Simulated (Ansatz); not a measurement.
GaH2F, relaxed as a singlet with RKS PBE0-D4/def2-TZVP in Ansatz, starting from the GFN2-xTB geometry. Force threshold 0.02 eV/Å.

Start:

```xyz
4

Ga   -0.063   -0.052    0.056
H    -0.578   -1.366   -0.567
H    -0.383    0.552    1.440
F     1.024    0.867   -0.929
```

Problem. Estimate the energy that the relaxation releases and the steps that it takes.

Solution. 0.02 eV, in 4 steps; 2.6 s on 4 threads of Arm Neoverse V1 on a shared host. No frequencies were taken in this run, so the end may be a saddle point.

Problem. Does the start keep its bonding and symmetry?

Solution. By distances, no bond broke or formed. The bond that changes most is Ga1–F4, from 1.73 to 1.76 Å (atoms count from 1). Point group C2v at the start, C2v at the end, both within 0.05 Å.

Problem. Predict the relaxed structure.

Solution. 
```xyz
4

Ga   -0.079   -0.067    0.071
H    -0.573   -1.382   -0.597
H    -0.373    0.580    1.455
F     1.025    0.868   -0.930
```
Bond lengths: 1 × F–Ga 1.76 Å; 2 × Ga–H 1.56 Å.
